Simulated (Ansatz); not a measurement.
Reaction (cleavage of the B–Si bond): `CB[SiH2]O` + `O[SiH2][SiH3]` → `CBO[SiH2][SiH3]` + `O[SiH3]`

Calculated with Ansatz (gas phase, PBE0-D4/def2-TZVP geometries, no zero-point term in ΔE). CBS: MP2 limit from def2 TZ/QZ plus the TZ coupled-cluster correction, frozen cores. Functionals use def2-TZVPP. Each species was taken in one conformer, which may not be the lowest.

`CB[SiH2]O`:

```xyz
11

C     0.971    1.196    0.687
B    -0.345    0.871   -0.068
Si   -0.876   -0.956   -0.730
O     0.289   -2.131   -0.598
H     1.782    0.475    0.569
H     0.677    1.171    1.752
H     1.345    2.210    0.522
H    -1.149    1.753   -0.220
H    -1.197   -0.903   -2.183
H    -2.123   -1.369   -0.010
H     0.626   -2.318    0.278
```

`O[SiH2][SiH3]`:

Cartesian coordinates in Å:
```
O 0.148 -1.211 -1.674
Si 0.695 0.049 -0.753
Si -0.698 0.484 1.086
H 0.046 -2.062 -1.247
H 2.076 -0.208 -0.249
H 0.736 1.218 -1.666
H -0.129 1.589 1.906
H -0.805 -0.728 1.946
H -2.069 0.867 0.651
```

`CBO[SiH2][SiH3]`:

Cartesian coordinates in Å:
```
C -1.684 1.002 -0.672
B -1.123 1.245 0.768
O 0.142 0.936 1.145
Si 1.448 0.281 0.359
Si 1.130 -2.005 -0.046
H -0.965 0.620 -1.401
H -2.118 1.928 -1.066
H -2.521 0.295 -0.616
H -1.823 1.721 1.624
H 1.694 0.999 -0.923
H 2.621 0.495 1.244
H -0.038 -2.218 -0.943
H 0.892 -2.734 1.228
H 2.344 -2.565 -0.702
```

`O[SiH3]`:

Cartesian coordinates in Å:
```
O -0.976 0.437 0.706
Si 0.288 -0.254 -0.093
H -1.333 1.254 0.357
H -0.073 -0.606 -1.494
H 0.625 -1.482 0.663
H 1.470 0.651 -0.140
```

CCSD(T)/CBS gives -167.2 kJ/mol.

Problem. Another level gave -153.4 kJ/mol. Which?
A. revPBE/def2-TZVPP
B. revPBE-D4/def2-TZVPP
C. PBE0-D4/def2-TZVPP
D. BLYP-D4/def2-TZVPP

Solution. B. revPBE-D4 -153.4, BLYP-D4 -167.0, PBE0-D4 -158.2, revPBE -146.0 kJ/mol.

Largest T1 diagnostic among the species: 0.013.

In def2-TZVPP, CCSD(T) changes the Hartree–Fock value by +10.5 kJ/mol (the triples alone add +0.1 kJ/mol) and MP2 by +5.0 kJ/mol. At CCSD(T), def2-SVP lies −22.7 kJ/mol from the extrapolated value and def2-TZVPP −2.2 kJ/mol. From BLYP to BHLYP (50 % exact exchange), in def2-TZVPP and without D4, ΔE moves by −12.1 kJ/mol.
